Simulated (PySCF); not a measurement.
# Correlation energy of Pt⁺ (platinum, charge +1)

[Xe] 4f14 5d8 6p1, one real determinant (an excited configuration). All numbers are calculated (PySCF 2.14, scalar relativity through the core potential, in def2-QZVPPD with the def2 core potential (60 electrons)). Frozen: 5s2 5p6; 9 electrons correlated.

MP2 pair energies summed by pair of shells (mhartree):

```json
{"pair": "5d-5d", "energy": "-203.44", "share (%)": "88.0"}
{"pair": "5d-6p", "energy": "-27.64", "share (%)": "12.0"}
```

Total MP2 correlation energy: -231.08 mhartree.

Same-spin part -86.10 and opposite-spin part -144.99 mhartree; SCS-MP2 scales them by 1/3 and 6/5 to -202.68 mhartree.

The reference is one real determinant that mixes LS terms of this configuration.
